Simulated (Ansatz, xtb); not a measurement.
## Two structures of B2GeH3Na

We compare a, a triplet given by its coordinates, with b, a singlet given by its coordinates. Both are isolated molecules in the gas phase, relaxed with PBE0-D3(BJ)/def2-SVP.

a (Å):

```xyz
7

B    -0.9476    0.0075    0.6086
B    -0.9243   -1.5908    0.8559
Ge    1.1342   -1.6037    0.5910
Na    1.2786    1.2496    0.1252
H    -0.7359    0.8145    1.5121
H    -0.9992    0.4964   -0.5186
H    -1.5810   -2.5731    1.0948
```

Close contacts (Å): B1–B2 1.62, B1–Na4 2.59, B2–Ge3 2.08, Ge3–Na4 2.89, B1–H5 1.23, B1–H6 1.23, B2–H7 1.21.

b (Å):

```xyz
7

B    -3.0847   -0.4700    0.4412
B    -2.0017   -1.5850   -0.0054
Ge   -1.5639   -0.6028    1.6494
Na    0.1474   -2.6979    0.5170
H    -4.1101    0.1416    0.2953
H    -0.5342   -0.4349    2.7976
H    -1.7365   -2.4318   -0.8497
```

Close contacts (Å): B1–B2 1.62, B1–Ge3 1.95, B2–Ge3 1.97, B2–Na4 2.48, Ge3–Na4 2.93, B1–H5 1.20, B2–H7 1.22, Ge3–H6 1.55, Na4–H7 2.34.

Q: Estimate E(b) − E(a) at the level CCSD(T)/def2-TZVP.

A: Calculated at CCSD(T)/def2-TZVP: E(b) − E(a) = −11.1 kcal/mol, so structure b lies lower.

Level by level:

```csv
level,geometry,E(b) − E(a) (kcal/mol),departure from the last row (kcal/mol),"job, with rough time for the two"
PBE0-D3(BJ)/def2-SVP,PBE0-D3(BJ)/def2-SVP,−6.9,+4.3,"optimisation, 51 s"
HF/def2-TZVP,PBE0-D3(BJ)/def2-SVP,+13.9,+25.0,part of the CCSD(T) run
MP2/def2-TZVP,PBE0-D3(BJ)/def2-SVP,−17.6,−6.5,part of the CCSD(T) run
CCSD(T)/def2-TZVP,PBE0-D3(BJ)/def2-SVP,−11.1,,"single point, 5.3 min"
```

HF/def2-TZVP puts the two in the other order. The largest departure from CCSD(T)/def2-TZVP is that of HF/def2-TZVP, 25.0 kcal/mol. Levels run at GFN2-xTB geometries aren't shown. The triplet state of a needn't be its ground state.

With harmonic frequencies from PBE0-D3(BJ)/def2-SVP (ideal gas, rigid rotor, one conformer each, 298.15 K, 1 atm): on the last row, ΔE + ΔZPE = −11.5, ΔH = −11.6, ΔG = −10.5 kcal/mol.

Open shells are spin-unrestricted. The correlated steps freeze 12 core orbitals; the filled d shell of Ge is correlated; the last core shell of Na is correlated, in a basis made for valence electrons. ΔG holds the spin degeneracy. Run with Ansatz 0.2.0; the last row on 2 threads of Arm Neoverse V1 on a shared host.
